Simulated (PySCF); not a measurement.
# Electric field gradients and quadrupole coupling constants

Species: C5H6N2OS.
Z-matrix (Å and degrees, GFN2-xTB geometry), rows numbered from 1:
```
C 
S   1  1.8528
O   2  1.4589  1  106.22
C   2  1.8260  1   92.78  3   106.79
C   4  1.3884  2  120.44  1  -105.44
N   5  1.3219  4  121.68  2  -179.67
C   6  1.3209  5  116.74  4     0.64
N   7  1.3217  6  126.51  5     0.25
C   8  1.3227  7  116.86  6    -0.38
H   1  1.0845  2  109.47  3   -49.62
H   1  1.0851  2  107.25  3    69.60
H   1  1.0836  2  108.63  3  -171.13
H   5  1.0825  4  120.65  2     0.35
H   7  1.0819  6  116.82  5   179.98
H   9  1.0828  4  122.06  2    -0.53
```

Field gradients from the PBE0/pcSseg-1 density (PySCF, non-relativistic), principal values in atomic units, ordered |Vxx| ≤ |Vyy| ≤ |Vzz|:

```tsv
atom	Vxx	Vyy	Vzz
S2	0.9136	1.1577	-2.0713
O3	-0.5346	-1.1657	1.7004
N6	0.3360	0.7809	-1.1168
N8	0.3439	0.7695	-1.1135
```

Task: Find the asymmetry η = (Vxx − Vyy)/Vzz and the couplings χ = eQV/h (234.96 MHz × Q in barn × V in au), with Q(33S) = −0.0678 b, Q(17O) = −0.0256 b, Q(14N) = 0.02044 b.

Result: 
```
atom             environment  nucleus     η  χzz (MHz)  χxx (MHz)  χyy (MHz)
  S2         sulfinyl sulfur      33S  0.12      33.00     -14.55     -18.44
  O3         sulfinyl oxygen      17O  0.37     -10.23       3.22       7.01
  N6  pyridine-type nitrogen      14N  0.40      -5.36       1.61       3.75
  N8  pyridine-type nitrogen      14N  0.38      -5.35       1.65       3.70
```

Task: What is Vzz at O3 in SI units (1 au = 9.71736 × 10²¹ V/m²)?

Result: 1.7004 au = 16.523 × 10²¹ V/m².

Task: What couplings would deuterons (Q(2H) = 0.00286 b) have in place of the hydrogens, at this geometry?

Result: 
| atom | bonded to | bond length (Å) | Vzz (au) | η | χzz (kHz) |
| --- | --- | --- | --- | --- | --- |
| H10 | C1 | 1.084 | 0.3159 | 0.03 | 212 |
| H11 | C1 | 1.085 | 0.3156 | 0.04 | 212 |
| H12 | C1 | 1.084 | 0.3191 | 0.05 | 214 |
| H13 | C5 | 1.083 | 0.3089 | 0.02 | 208 |
| H14 | C7 | 1.082 | 0.3155 | 0.05 | 212 |
| H15 | C9 | 1.083 | 0.3149 | 0.05 | 212 |

One conformer (not necessarily the lowest) at the GFN2-xTB geometry, without solvent, vibrations or thermal averaging. GFN2-xTB bond lengths can be off by several hundredths of an ångström, more for odd bonds, and the gradients follow them. The small basis limits the accuracy of the gradients.
